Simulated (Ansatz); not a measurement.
PBE exchange is replaced step by step with exact exchange (0 % is PBE, 25 % PBE0; no dispersion term), basis def2-TZVPD, Ansatz. System: Rh3⁻ (the lowest singlet isomer of a short search). Total charge -1; singlet. Geometry: PBE-D4/def2-TZVPD.

Geometry of the singlet:

```tsv
atom	x (Å)	y (Å)	z (Å)
Rh1	-1.320	-0.312	0.263
Rh2	0.414	1.318	0.014
Rh3	0.906	-1.006	-0.277
```

In the def2 sets Rh takes a core potential; there is no spin–orbit coupling. At PBE-D4/def2-TZVPD, PBE0-D4/def2-TZVPD the restricted singlet is unstable: a solution with broken spin symmetry lies lower. At PBE-D4/def2-TZVPD, PBE with 5 % exact exchange/def2-TZVPD, PBE with 10 % exact exchange/def2-TZVPD, PBE with 15 % exact exchange/def2-TZVPD and others the highest occupied level of the charge -1 singlet lies above zero (up to 1.09 eV). Its loss leaves the charge 0 doublet, which lies 0.88 eV higher (vertical, at PBE-D4/def2-TZVPD), but this difference is unsure: the doublet is doubtful (geometry relaxed on an unsound state). At PBE-D4/def2-TZVPD an occupied level of the charge -1 singlet lies above an empty one (by up to 0.16 eV), so this SCF solution is probably not the lowest. The restricted singlet is unstable towards broken spin symmetry at other levels; at PBE with 5 % exact exchange/def2-TZVPD, PBE with 10 % exact exchange/def2-TZVPD, PBE with 15 % exact exchange/def2-TZVPD, PBE with 35 % exact exchange/def2-TZVPD and others this wasn't settled. The geometry of the singlet was relaxed on an unsound state (an occupied level 0.16 eV above an empty one). At PBE0-D4/def2-TZVPD a quintet of charge -1 lies 1.38 eV below the restricted singlet, each at its own geometry. The structure comes from a short search, and lower isomers may exist.

```
exact exchange (%)  HOMO (eV)  LUMO (eV)  gap (eV)
                 0       1.09       0.93     -0.16
                 5       0.91       1.14      0.23
                15       0.54       1.55      1.02
                25       0.15       1.95      1.80
                35      -0.18       2.35      2.53
                50      -0.39       2.87      3.26
```

(1) Estimate the row for 10 %.

## Answers

(1) 
| exact exchange (%) | HOMO (eV) | LUMO (eV) | gap (eV) |
| --- | --- | --- | --- |
| 10 | 0.72 | 1.35 | 0.62 |
